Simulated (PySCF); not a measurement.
Compound: CH10BPSi.
SMILES: `[SiH3]C[BH2-][PH3+]`

Jobs on this species (14 atoms, 50 electrons) with PySCF (density fitting). Hardware of each: an Arm Neoverse V2 with one thread, on a shared host. The host was shared with other jobs, so the times are rough. Peak memory is the resident size of the whole Python process, interpreter and libraries included.

```csv
level and settings,work,basis functions,SCF cycles,wall time,peak memory
"delta-SCF UKS B3LYP, pcX-2 on the ionised atom, pcseg-1 elsewhere, spin-free X2C","ΔSCF core ionisation, 6 holes",156,?,?,?
"delta-SCF UKS PBE0, pcX-2 on the ionised atom, pcseg-1 elsewhere, spin-free X2C","ΔSCF core ionisation, 6 holes",156,74,34 s,0.59 GiB
"delta-SCF UKS SCAN, pcX-1 on the ionised atom, pcseg-1 elsewhere, spin-free X2C","ΔSCF core ionisation, 6 holes",136,81,27 s,0.60 GiB
"PBE0-D3(BJ)/def2-SVP, grid level 1",geometry optimisation from a GFN2-xTB start shaken at random,114,49,32 s,0.48 GiB
"delta-SCF UKS SCAN, def2-TZVP on the ionised atom, pcseg-1 elsewhere, spin-free X2C","ΔSCF core ionisation, 6 holes",133,79,30 s,0.60 GiB
"delta-SCF UKS PBE, pcX-2 on the ionised atom, pcseg-1 elsewhere, spin-free X2C","ΔSCF core ionisation, 6 holes",156,78,19 s,0.60 GiB
"delta-SCF UKS SCAN, pcX-2 on the ionised atom, pcseg-1 elsewhere, spin-free X2C","ΔSCF core ionisation, 6 holes",156,80,31 s,0.54 GiB
"delta-SCF UKS HF, pcX-2 on the ionised atom, pcseg-1 elsewhere, spin-free X2C","ΔSCF core ionisation, 6 holes",156,73,20 s,0.60 GiB
"delta-SCF UKS SCAN, pcX-2 on the ionised atom, pcseg-1 elsewhere, non-relativistic","ΔSCF core ionisation, 6 holes",156,80,29 s,0.60 GiB
```

Q: Fill in the missing figures.

A: 
- delta-SCF UKS B3LYP, pcX-2 on the ionised atom, pcseg-1 elsewhere, spin-free X2C; ΔSCF core ionisation, 6 holes: 35 s, 0.62 GiB, 75 SCF cycles

Q: What do all jobs in the table cost together?

A: About 4.3 min; the longest takes about 14 % of that, and about 1.8 times as long as the shortest.
